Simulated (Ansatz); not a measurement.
Basis-set extrapolation for C$_{2}$H$_{8}$AlFSi (PBE0-D4/def2-TZVP geometry, frozen core, Ansatz 0.2.0). Multiplicity 1, RHF reference.

|  | def2-TZVPP | def2-QZVPP |
| --- | --- | --- |
| HF | -710.742584 | -710.767518 |
| MP2 correlation | -0.805351 | -0.867047 |
| CCSD(T) correlation | -0.894227 | not run |

Energies in hartree. Use E(X) = E(∞) + A·exp(−7.88·√X) for Hartree–Fock and E(X) = E(∞) + B·X^(−2.97) for correlation, with X = 3 and 4, and add CCSD(T) minus MP2 of the smaller set to the MP2 limit.

Question: What is the CCSD(T) energy at the basis-set limit?

Answer: HF limit: -710.767518 + (-0.024934) × 0.13774 = -710.77095. MP2 limit: -0.867047 + (-0.061696) × 0.74074 = -0.91275. Higher-order term: -0.894227 − (-0.805351) = -0.08888. Total: -711.77258 hartree, 85.2 kcal/mol below CCSD(T)/def2-TZVPP.
